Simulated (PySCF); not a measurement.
## Multinuclear NMR of Diboron dioxide

Geometry:
```json
{"atom": "O1", "x (Å)": "-2.001", "y (Å)": "-0.035", "z (Å)": "-0.504"}
{"atom": "B2", "x (Å)": "-0.813", "y (Å)": "-0.012", "z (Å)": "-0.341"}
{"atom": "B3", "x (Å)": "0.823", "y (Å)": "0.017", "z (Å)": "-0.117"}
{"atom": "O4", "x (Å)": "2.011", "y (Å)": "0.038", "z (Å)": "0.045"}
```

[PySCF 2.14.0 with density-fitted response routines: σ from GIAO-PBE0/pcSseg-1; B3LYP/pcJ-1 coupling constants; geometry: PBE0-D3(BJ)/def2-SVP; one conformer; no relativistic terms; fast rotation and ring inversion assumed for equivalent nuclei; no solvent]

Task: Where does ¹⁷O resonate?

Result: 
```
atoms         environment  σ (ppm)  δ (ppm)
O1/O4  oxygen bonded to B    -15.1    277.6
```

Shieldings were converted by a linear fit to measured shifts: ¹⁷O: δ = 264.06 − 0.892σ (rms 13.4 ppm, 147 shifts, 14.2 ppm with the 1 outlier that the fit left out vs liquid water, solution or neat liquid). Occasional misses reach two or three times the rms, and more in compound classes unlike the fitted ones.

Couplings (the largest are listed; each averaged over equivalent pairs; quadrupolar broadening usually hides them): ¹J(O1,B2) = -26.5 Hz, ²J(O1,B3) = -3.9 Hz, ³J(O1,O4) = 5.8 Hz.

On a 600 MHz spectrometer ¹⁷O resonates near 81.3 MHz, so 1 ppm is 81.3 Hz.
